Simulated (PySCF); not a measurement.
An unknown gives this computed stick spectrum. Computed with TDDFT wB97X-D/def2-SVPD, vertical, gas phase, core orbitals frozen in the response (PySCF 2.14.0, density-fitted response routines). Geometries: GFN2-xTB, one conformer each.

```json
{"state": "S1", "ν̃ (cm⁻¹)": "52560", "f": "0.100", "main configurations (H = HOMO, L = LUMO)": "H→L (82%)"}
{"state": "S2", "ν̃ (cm⁻¹)": "54160", "f": "0.014", "main configurations (H = HOMO, L = LUMO)": "H-1→L (76%), H→L (8%)"}
{"state": "S3", "ν̃ (cm⁻¹)": "56570", "f": "0.014", "main configurations (H = HOMO, L = LUMO)": "H→L+1 (85%)"}
{"state": "S4", "ν̃ (cm⁻¹)": "57470", "f": "0.0002", "main configurations (H = HOMO, L = LUMO)": "H-2→L (82%)"}
{"state": "S5", "ν̃ (cm⁻¹)": "60230", "f": "0.017", "main configurations (H = HOMO, L = LUMO)": "H→L+3 (42%), H→L+2 (35%), H-1→L+1 (9%)"}
{"state": "S6", "ν̃ (cm⁻¹)": "61030", "f": "0.016", "main configurations (H = HOMO, L = LUMO)": "H-1→L+1 (56%), H-2→L+1 (10%)"}
{"state": "S7", "ν̃ (cm⁻¹)": "64410", "f": "0.0020", "main configurations (H = HOMO, L = LUMO)": "H→L+4 (21%), H→L+3 (18%), H→L+6 (14%)"}
{"state": "S8", "ν̃ (cm⁻¹)": "64690", "f": "0.146", "main configurations (H = HOMO, L = LUMO)": "H-2→L+1 (47%), H-1→L+1 (14%), H-3→L (12%)"}
```

Orbital energies (eV): HOMO-3 -11.32, HOMO-2 -10.41, HOMO-1 -10.02, HOMO -9.17, LUMO 1.60, LUMO+1 2.10, LUMO+2 2.35.

Question: Which structure fits? All have the formula C4H7FOSi.
A. `C=C1C[C@H]1O[SiH2]F`
B. `C/C(C=O)=C\[SiH2]F`
C. `C1(F)[Si@H](OC)CC=1`

Answer: C. Its S1, at 6.52 eV, is the highest among the candidates; the nearest of the others has S1 at 6.13 eV. S1 is HOMO→LUMO (82%). Löwdin shares by element: HOMO carbon 72% or more, fluorine 14%; LUMO carbon 50% or more, silicon 19% (atoms not listed hold the other 32%). At the same level the other candidates give, for their lowest levels:
- `C=C1C[C@H]1O[SiH2]F`: 6.13 eV (f 0.003); 6.85 eV (f 0.062); 7.37 eV (f 0.311); 7.76 eV (f 0.051); 7.84 eV (f 0.026); T1 4.49 eV; HOMO -9.69, LUMO 1.41 eV
- `C/C(C=O)=C\[SiH2]F`: 3.72 eV (f 0.001); 5.79 eV (f 0.466); 6.33 eV (f 0.003); 7.27 eV (f 0.004); 7.29 eV (f 0.000); T1 3.23 eV; HOMO -9.75, LUMO -0.56 eV

Shape of the structure used: `[CH3:1][O:2][Si@@H:3]1[CH2:4][CH:5]=[C:6]1[F:7]`: C1–O2–Si3–C4 173°.
Triplets come from the Tamm–Dancoff approximation.
